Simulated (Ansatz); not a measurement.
Consider the formal exchange of groups at a C–C bond: `CC(Cl)CF` + `CBS` → `CB(S)CF` + `CCCl`.

Program: Ansatz. Geometries: PBE0-D4/def2-TZVP. ΔE: electronic, gas phase. CBS: MP2 limit from def2 TZ/QZ plus the TZ coupled-cluster correction, frozen cores. One conformer a species, not always the lowest.

```json
{"level": "CCSD(T)/def2-TZVPP", "ΔE (kJ/mol)": "-14.8"}
{"level": "HF/def2-QZVPP", "ΔE (kJ/mol)": "-16.5"}
```

Q: What does CCSD(T)/CBS give? (Estimate.)

A: The calculation gave: -16.4 kJ/mol. The listed levels differ from it by 1.6, -0.1 kJ/mol.

Largest T1 diagnostic among the species: 0.013.
